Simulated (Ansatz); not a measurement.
Gas-phase electronic energies from Ansatz, PBE0-D4/def2-TZVP geometries. CCSD(T)/CBS is the MP2 limit (def2-TZVPP, def2-QZVPP) plus CCSD(T) − MP2 in def2-TZVPP, frozen cores. This one scheme is used for every species. DFT in def2-TZVPP. One conformer a species, not always the lowest.

`[F][Al]([F])[O][SiH3]` + H–F → `[F][Al]([F])[F]` + `O[SiH3]`  (ligand exchange at the Al–O bond)

Q: Is it downhill or uphill in electronic energy at CCSD(T)/CBS, and by how much? (Best estimate.)

A: The calculation gave: Downhill: ΔE = -16.8 kJ/mol.

Q: What do these levels give: LDA (SPW92), revPBE-D4, BLYP-D4, PBE0-D4, CAM-B3LYP-D4, B2PLYP, BLYP, PBE0, CCSD(T)/def2-SVP, HF/def2-TZVPP, MP2/def2-QZVPP, CCSD/CBS(def2)? (An estimate is asked.)

A: Ansatz gave: LDA (SPW92) -20.0, revPBE-D4 -21.7, BLYP-D4 -20.7, PBE0-D4 -17.1, CAM-B3LYP-D4 -17.5, B2PLYP -20.4, BLYP -27.4, PBE0 -20.5, CCSD(T)/def2-SVP -16.0, HF/def2-TZVPP -15.5, MP2/def2-QZVPP -17.0, CCSD/CBS(def2) -16.4 kJ/mol.

Largest T1 diagnostic among the species: 0.013.

From PBE to PBE0 (25 % exact exchange), in def2-TZVPP and without D4, ΔE moves by +5.1 kJ/mol. Leaving LDA and LC-ωPBE aside and taking each functional with its dispersion term where it has one, the values, not all of them listed here, spread over 10.8 kJ/mol, from B97M-V to BHLYP-D4. LDA lies +5.5 kJ/mol from PBE without D4. The D4 term adds +5.8 kJ/mol with B3LYP and +3.3 kJ/mol with PBE0; it sums over pairs of atoms, weighted by their polarisabilities, and B3LYP, whose exchange is more repulsive, gets the larger term.

B3LYP here is the variant with VWN-RPA as its local correlation; programs differ in this.
